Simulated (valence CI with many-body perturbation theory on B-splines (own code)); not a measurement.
## E1 transitions of Pr⁵³⁺

Computed by valence CI with perturbative core correlation (CI+MBPT): four valence electrons over a frozen Dirac-Fock core [He], a basis of 11 s, 11 p, 9 d, 7 f, 5 g, 2 h, 1 i functions for each j, with the one-electron correlation potential Σ1, the two-electron term Σ2, the three-electron term Σ3, Breit, model QED; selected CI, second order for the rest (own B-spline code, finite nucleus).

The last digits are not significant, and no measured levels were compared; by estimate large intervals hold to a few tenths of a per cent, small ones and those within an open d or f shell to about a per cent. Among the levels kept, up to 270 cm⁻¹ of a level comes from second order outside the variational space, and about a tenth of that is noise between levels of different J, which matters for small intervals.

Lines 201 to 250 of 269 in falling wavelength, among levels below 533.05 Ry, chosen from the strongest by gf and those to the six lowest levels. Wavelengths and rates use the calculated energies. Electric multipoles are in the length gauge, E1 and E2 with the static RPA response of the core. Weak lines are less certain than strong ones. Lines between different terms over intervals too small for the method are left out, as are lines whose strength nearly cancels. The highest levels of a list are the least certain.

Levels are named by their leading jj configuration (3d3/2^4 stands for four electrons in 3d with j = 3/2), which in mixed levels can hold well under half, so a name can repeat and another be missing. Letters in brackets count levels of one name in rising energy.

```
λ vac (nm)                           Upper                   Lower   A (s⁻¹)  S (a.u.) with core polarisation  S without
    0.1938  (2s 2p1/2 2p3/2 3d3/2) J=1 [a]  (2s 2p1/2^2 2p3/2) J=2  4.96e+13                         5.35e-04   5.36e-04
    0.1937  (2s 2p1/2 2p3/2 3p1/2) J=2 [a]  (2s^2 2p1/2 2p3/2) J=1  1.32e+14                         2.37e-03   2.36e-03
    0.1936  (2s 2p1/2 2p3/2 3d3/2) J=3 [a]  (2s 2p1/2^2 2p3/2) J=2  1.66e+14                         4.15e-03   4.16e-03
    0.1934      (2s 2p1/2 2p3/2 3p1/2) J=3  (2s^2 2p1/2 2p3/2) J=2  2.23e+14                         5.57e-03   5.57e-03
    0.1934       (2p1/2^2 2p3/2 3p1/2) J=2  (2s 2p1/2^2 2p3/2) J=1  3.62e+14                         6.47e-03   6.47e-03
    0.1933       (2p1/2^2 2p3/2 3p1/2) J=1  (2s 2p1/2^2 2p3/2) J=1  1.36e+14                         1.45e-03   1.45e-03
    0.1931          (2s 2p1/2^2 3p1/2) J=1      (2s^2 2p1/2^2) J=0  3.13e+14                         3.34e-03   3.34e-03
    0.1929  (2s 2p1/2 2p3/2 3d5/2) J=1 [b]  (2s 2p1/2^2 2p3/2) J=1  1.70e+14                         1.81e-03   1.81e-03
    0.1927  (2s 2p1/2 2p3/2 3d5/2) J=2 [b]  (2s 2p1/2^2 2p3/2) J=1  2.06e+13                         3.65e-04   3.65e-04
    0.1926      (2s 2p1/2 2p3/2 3d5/2) J=0  (2s 2p1/2^2 2p3/2) J=1  2.22e+14                         7.85e-04   7.85e-04
    0.1926  (2s 2p1/2 2p3/2 3d3/2) J=3 [b]  (2s 2p1/2^2 2p3/2) J=2  4.79e+14                         1.18e-02   1.18e-02
    0.1926  (2s 2p1/2 2p3/2 3p1/2) J=2 [b]  (2s^2 2p1/2 2p3/2) J=2  1.24e+14                         2.18e-03   2.18e-03
    0.1925  (2s 2p1/2 2p3/2 3d3/2) J=2 [b]  (2s 2p1/2^2 2p3/2) J=2  7.11e+14                         1.25e-02   1.25e-02
    0.1924  (2s 2p1/2 2p3/2 3d3/2) J=2 [d]  (2s 2p1/2^2 2p3/2) J=1  4.48e+14                         7.87e-03   7.88e-03
    0.1924  (2s 2p1/2 2p3/2 3d3/2) J=1 [b]  (2s 2p1/2^2 2p3/2) J=2  8.85e+14                         9.33e-03   9.34e-03
    0.1923  (2s 2p1/2 2p3/2 3d3/2) J=1 [d]  (2s 2p1/2^2 2p3/2) J=1  3.71e+14                         3.91e-03   3.91e-03
    0.1922  (2s 2p1/2 2p3/2 3d3/2) J=0 [b]  (2s 2p1/2^2 2p3/2) J=1  4.99e+14                         1.75e-03   1.75e-03
    0.1922  (2s 2p1/2 2p3/2 3d5/2) J=2 [a]  (2s 2p1/2^2 2p3/2) J=2  6.78e+12                         1.19e-04   1.19e-04
    0.1921  (2s 2p1/2 2p3/2 3p1/2) J=2 [b]  (2s^2 2p1/2 2p3/2) J=1  3.81e+12                         6.67e-05   6.65e-05
    0.1920          (2s^2 2p3/2 3d3/2) J=2  (2s^2 2p1/2 2p3/2) J=2  3.08e+14                         5.38e-03   5.38e-03
    0.1920  (2s 2p1/2 2p3/2 3d5/2) J=3 [a]  (2s 2p1/2^2 2p3/2) J=2  7.25e+13                         1.77e-03   1.77e-03
    0.1919  (2s 2p1/2 2p3/2 3p1/2) J=1 [b]  (2s^2 2p1/2 2p3/2) J=2  1.13e+14                         1.19e-03   1.19e-03
    0.1918  (2s 2p1/2 2p3/2 3d5/2) J=1 [a]  (2s 2p1/2^2 2p3/2) J=2  5.82e+12                         6.08e-05   6.08e-05
    0.1918          (2s^2 2p1/2 3d3/2) J=1      (2s^2 2p1/2^2) J=0  5.73e+14                         5.98e-03   5.99e-03
    0.1917          (2s^2 2p3/2 3d3/2) J=3  (2s^2 2p1/2 2p3/2) J=2  4.75e+14                         1.15e-02   1.16e-02
    0.1916  (2s 2p1/2 2p3/2 3p1/2) J=2 [c]  (2s^2 2p1/2 2p3/2) J=2  1.88e+12                         3.27e-05   3.30e-05
    0.1915          (2s^2 2p3/2 3d3/2) J=2  (2s^2 2p1/2 2p3/2) J=1  2.65e+14                         4.59e-03   4.59e-03
    0.1915          (2s^2 2p3/2 3d3/2) J=1  (2s^2 2p1/2 2p3/2) J=2  2.73e+13                         2.84e-04   2.84e-04
    0.1915  (2s 2p1/2 2p3/2 3d3/2) J=2 [c]  (2s 2p1/2^2 2p3/2) J=2  2.40e+12                         4.17e-05   4.16e-05
    0.1914      (2s 2p1/2 2p3/2 3p1/2) J=0  (2s^2 2p1/2 2p3/2) J=1  4.46e+14                         1.54e-03   1.54e-03
    0.1914  (2s 2p1/2 2p3/2 3p1/2) J=1 [b]  (2s^2 2p1/2 2p3/2) J=1  3.59e+14                         3.73e-03   3.73e-03
    0.1914       (2p1/2^2 2p3/2 3p1/2) J=2  (2s 2p1/2^2 2p3/2) J=2  6.93e+12                         1.20e-04   1.19e-04
    0.1913       (2p1/2^2 2p3/2 3p1/2) J=1  (2s 2p1/2^2 2p3/2) J=2  3.29e+12                         3.41e-05   3.38e-05
    0.1911  (2s 2p1/2 2p3/2 3p1/2) J=2 [c]  (2s^2 2p1/2 2p3/2) J=1  2.49e+13                         4.28e-04   4.29e-04
    0.1911  (2s 2p1/2 2p3/2 3d5/2) J=3 [b]  (2s 2p1/2^2 2p3/2) J=2  1.14e+13                         2.76e-04   2.76e-04
    0.1910          (2s^2 2p3/2 3d3/2) J=1  (2s^2 2p1/2 2p3/2) J=1  1.74e+14                         1.79e-03   1.80e-03
    0.1909          (2s^2 2p3/2 3d3/2) J=0  (2s^2 2p1/2 2p3/2) J=1  2.44e+14                         8.39e-04   8.40e-04
    0.1909  (2s 2p1/2 2p3/2 3d5/2) J=1 [b]  (2s 2p1/2^2 2p3/2) J=2  1.69e+12                         1.74e-05   1.74e-05
    0.1907  (2s 2p1/2 2p3/2 3p1/2) J=1 [c]  (2s^2 2p1/2 2p3/2) J=2  8.65e+13                         8.89e-04   8.88e-04
    0.1906          (2s^2 2p3/2 3d5/2) J=2  (2s^2 2p1/2 2p3/2) J=2  6.43e+12                         1.10e-04   1.10e-04
    0.1904  (2s 2p1/2 2p3/2 3d3/2) J=2 [d]  (2s 2p1/2^2 2p3/2) J=2  2.90e+12                         4.95e-05   4.94e-05
    0.1903  (2s 2p1/2 2p3/2 3d3/2) J=1 [d]  (2s 2p1/2^2 2p3/2) J=2  2.93e+12                         2.99e-05   2.99e-05
    0.1902  (2s 2p1/2 2p3/2 3p1/2) J=1 [c]  (2s^2 2p1/2 2p3/2) J=1  2.21e+13                         2.25e-04   2.25e-04
    0.1902          (2s^2 2p3/2 3d5/2) J=3  (2s^2 2p1/2 2p3/2) J=2  2.63e+13                         6.25e-04   6.25e-04
    0.1901          (2s^2 2p3/2 3d5/2) J=2  (2s^2 2p1/2 2p3/2) J=1  3.15e+12                         5.35e-05   5.35e-05
    0.1899  (2s 2p1/2 2p3/2 3p3/2) J=3 [a]  (2s^2 2p1/2 2p3/2) J=2  7.18e+12                         1.70e-04   1.70e-04
    0.1899  (2s 2p1/2 2p3/2 3d5/2) J=3 [c]  (2s 2p1/2^2 2p3/2) J=2  3.84e+12                         9.09e-05   9.09e-05
    0.1895          (2s^2 2p3/2 3d5/2) J=1  (2s^2 2p1/2 2p3/2) J=1  1.27e+13                         1.28e-04   1.28e-04
    0.1894  (2s 2p1/2 2p3/2 3p3/2) J=2 [a]  (2s^2 2p1/2 2p3/2) J=2  8.17e+12                         1.37e-04   1.37e-04
    0.1893  (2s 2p1/2 2p3/2 3p3/2) J=1 [a]  (2s^2 2p1/2 2p3/2) J=1  1.30e+14                         1.31e-03   1.31e-03
```
